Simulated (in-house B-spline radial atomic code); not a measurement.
A calculation on the vanadium ion V⁷⁺ (an excited or competing configuration): its settings, and results tabulated from the run. Level of theory: scalar-relativistic (X2C) Hartree-Fock with fractional occupations, spin-polarised, spherical fractional occupations, Fermi nucleus of rms radius 3.6002 fm; calculated with a radial B-spline atomic code at the basis-set limit.

In the input, 3d5,1 would mean five up and one down electron.

Command:
```bash
python run_scf.py task.json out
```
Settings (nuclear radius in fm, mass in u):
```
Z                23
configuration    1s2 2s2 2p6 3s1,0 3p3,1 4p0,1
hamiltonian      x2c
method           hf,
spin_polarised   True
nucleus          fermi
rms_radius       3.6002
atomic_mass      50.94396
speed_of_light   137.035999084
```

Output (hartree, bohr):
```
 radial grid: 67 intervals, B-splines of order 8, outer radius 13.5065 bohr

 iter        energy (Eh)    residual
    1        -922.820939    7.63e-01
    2        -927.206740    1.30e-01
    3        -927.279925    5.68e-02
    4        -927.294461    2.52e-02
    5        -927.298399    3.26e-03
    6        -927.298479    6.18e-04
    7        -927.298481    1.79e-05
    8        -927.298481    9.52e-07
    9        -927.298481    4.65e-08

 total energy                      -927.29848
 kinetic                             938.0265
 electron-nucleus                  -2122.1232
 Hartree                             296.5482
 exact exchange                      -39.7499

 orbital      occ     eigenvalue          <r>       <r^2>       <1/r>     <1/r^3>       <r^4>       r_max
 1s up      1.000      -208.8695    0.0661122  0.00589132     23.0926           - 9.00034e-05      0.0432
 1s down    1.000      -208.7356    0.0661068  0.00588997      23.093           -  8.9947e-05     0.04321
 2s up      1.000       -30.0085     0.304635     0.10959     4.88968           -   0.0209727       0.254
 2s down    1.000       -29.8529     0.305074    0.109787     4.87461           -   0.0209216      0.2547
 2p up      3.000       -25.9455     0.271167    0.090282     4.73521     316.008   0.0164923      0.2073
 2p down    3.000       -25.7974     0.271756   0.0905997     4.72368     314.037   0.0165191       0.208
 3s up      1.000        -8.2933     0.854376    0.829227      1.6543           -     1.02926      0.7756
 3p up      3.000        -6.9845     0.874476    0.879126     1.55246     48.3611     1.20047      0.7829
 3p down    1.000        -5.9488      0.90399    0.943644     1.50287     45.2309     1.41493      0.7956
 4p down    1.000        -2.6091      2.04631     4.71377     0.66973     11.7661     31.3192       1.966
```

Cost of the run: 0.22 s on 1 thread of Arm Neoverse N1 (shared host).

Caution: exact exchange at fractional occupations of open shells leaves self-interaction of up to several eV.
